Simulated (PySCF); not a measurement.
C3H7O, SMILES COC[CH2], multiplicity 2. Atoms are numbered in the order given.

```xyz
11

C      1.4195    -0.0658     0.8139
C      0.6275    -0.5759    -0.3435
O     -0.4061     0.2983    -0.7544
C     -1.4697     0.3774     0.1656
H      1.9881    -0.7494     1.4509
H      1.6017     1.0096     0.9033
H      1.2760    -0.6913    -1.2356
H      0.2230    -1.5868    -0.1189
H     -1.1405     0.7506     1.1548
H     -2.2090     1.0759    -0.2505
H     -1.9541    -0.6091     0.3151
```
Charge 0, spin multiplicity 2.

The structure is a stationary point at TPSSh-D3(BJ)/def2-SVP. The isomer is the one that the SMILES or the coordinates give; other isomers of the formula were not compared. The values are those of a single conformer.

Method: PBE/pcH-1 (PySCF).

Unrestricted Kohn–Sham, ⟨S²⟩ = 0.753. Hyperfine tensors hold the contact and dipolar terms, without spin-orbit corrections.

Computed hyperfine couplings:
```csv
nucleus,A(iso) (MHz),A(iso) (G),dipolar principal values (MHz)
13C no. 1,88.3,31.5,"-80.2, -79.8, 160.0"
13C no. 2,-32.7,-11.7,"-2.7, -1.0, 3.7"
17O no. 3,-17.8,-6.4,"-4.0, 1.6, 2.4"
13C no. 4,0.0,0.0,"-1.9, 0.0, 1.9"
1H no. 5,-61.0,-21.8,"-36.8, -1.0, 37.8"
1H no. 6,-55.6,-19.8,"-36.8, -0.9, 37.6"
1H no. 7,144.0,51.4,"-6.7, -1.5, 8.2"
1H no. 8,46.1,16.5,"-5.7, -4.4, 10.0"
1H no. 9,1.8,0.6,"-5.5, -3.3, 8.8"
1H no. 10,-1.1,-0.4,"-1.7, -1.1, 2.9"
1H no. 11,-0.6,-0.2,"-1.9, -1.6, 3.5"
```

Q: And the g tensor (effective nuclear charges for spin-orbit coupling, GIAO)? (An estimate is asked for; the answer gives what the named calculation found.)

A: principal values 2.0023, 2.0029, 2.0032; isotropic 2.0028.
